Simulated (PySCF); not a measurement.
BCl₂, charge +1, multiplicity 1. Atoms are numbered in the order given.

```xyz
3

Cl     0.0000     0.0000     1.6135
B      0.0000     0.0000     0.0000
Cl     0.0000     0.0000    -1.6135
```
Charge +1, spin multiplicity 1.

Coordinates come from a B3LYP-D3(BJ)/def2-TZVP optimisation. The spin state was assumed, not searched. The isomer is the one that the SMILES or the coordinates give; other isomers of the formula were not compared.

Level of theory: KT2/pcSseg-2 (PySCF).

GIAO shieldings, no solvent; atoms alike by connectivity are averaged. δ = σ(ref) − σ: ³⁵Cl against HCl (σ = 945.0 ppm); ¹¹B against BF3 (σ = 89.2 ppm), references at their B3LYP-D3(BJ)/def2-TZVP geometries, non-relativistic (without spin–orbit terms, shifts of atoms bonded to Cl or Br come out too high).

```
nucleus     atoms  count  δ (ppm)
-------  --------  -----  -------
³⁵Cl     Cl1, Cl3      2    177.1
¹¹B            B2      1     25.0
```
